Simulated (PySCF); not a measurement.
iodine monochloride cation (ClI), SMILES ICl (connectivity only; charge and spin as stated), charge +1, multiplicity 2. Geometry optimised at PBE0-D3(BJ)/def2-TZVP. The spin state was assumed, not searched. The def2 effective core potentials stand for the cores of I; spin–orbit coupling is left out.

These are PBE0-D3(BJ)/def2-TZVP (PySCF 2.14.0) values and carry that method's errors.

Harmonic wavenumbers (cm⁻¹): 458. Rotational constants (GHz): 3.685 (linear); symmetry number 1.

Task: Work out the zero-point energy and the ideal-gas rigid-rotor harmonic-oscillator thermochemistry at 298.15 K and 1 atm.

Result: ZPE = ½ Σ hcν = ½ × 458 cm⁻¹ = 0.65 kcal/mol. H − E(el) = 2.89 kcal/mol. Entropy in cal/(mol K): translation 41.16, rotation 16.75, vibration 0.77, spin 1.38, total 60.06. G − E(el) = -15.02 kcal/mol. Cp = 8.30 cal/(mol K).
